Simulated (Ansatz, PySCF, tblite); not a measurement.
Potential energy surface of H2B, doublet: symmetric bend, bond length relaxed. Scanned: H-B-H angle. Other coordinates (B-H bond length) were minimised at PBE0/def2-TZVP.

Cartesian coordinates as functions of the variables (Å; names that start with a are angles):
```
B  0  0  0
H  r*sin(a/2)  0  r*cos(a/2)
H  -r*sin(a/2)  0  r*cos(a/2)
```

Levels: GFN2-xTB, 300 K electronic temperature (tblite); UHF/3-21G = PySCF with unrestricted Hartree-Fock/3-21G; r2SCAN = unrestricted r2SCAN/cc-pVTZ (PySCF); UHF/STO-3G = unrestricted Hartree-Fock/STO-3G run with PySCF; UKS-PBE/cc-pVTZ = Ansatz (a first-principles code) with unrestricted PBE/cc-pVTZ; CCSD(T) on UHF/cc-pVTZ, 1 core orbital frozen (PySCF).

Energies in kJ/mol, each method relative to its own lowest point.

```tsv
a / °	GFN2-xTB	UHF/3-21G	r2SCAN	UHF/STO-3G	UKS-PBE/cc-pVTZ	CCSD(T)
180	20.4	39.7	27.7	68.1	26.2	33.7
170	18.7	36.1	25.2	62.4	23.8	30.5
160	14.1	26.8	18.6	47.6	17.5	22.2
150	8.1	15.1	10.3	29.0	9.6	12.2
140	2.7	5.1	3.2	12.1	2.9	3.9
130	0.0	0.0	0.0	1.3	0.0	0.0
120	1.8	2.3	3.0	0.0	3.0	2.8
110	9.9	13.9	13.9	10.9	13.7	14.0
100	26.3	36.8	34.3	36.8	33.4	35.1
90	53.7	72.7	65.5	80.7	63.6	67.3
80	95.5	123.8	108.8	146.3	105.4	111.9
70	156.3	191.6	165.1	237.4	160.0	170.0
60	241.0	276.2	235.1	357.6	228.1	242.4
```
